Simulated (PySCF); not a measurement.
CH₆AlFGe, SMILES [Al]([F])([GeH3])[CH3].

Geometry: PBE0-D3(BJ)/def2-SVP.

Two levels are set side by side: PBE/def2-TZVP (PySCF) and r2SCAN/def2-TZVP (PySCF). Same geometry, gas phase. Differences are taken from unrounded values.

```csv
quantity,r2SCAN,PBE,PBE minus r2SCAN
orbital gap (eV),4.85,4.36,-0.49
highest occupied level (eV),-6.74,-6.48,0.26
lowest empty level (eV),-1.90,-2.12,-0.22
dipole moment (D),1.77,1.75,-0.02
mean polarisability (bohr³),73.1,75.5,2.4
```

Rough cost on one machine, each run with all the roots and properties that it gave: r2SCAN against PBE about 3 times.
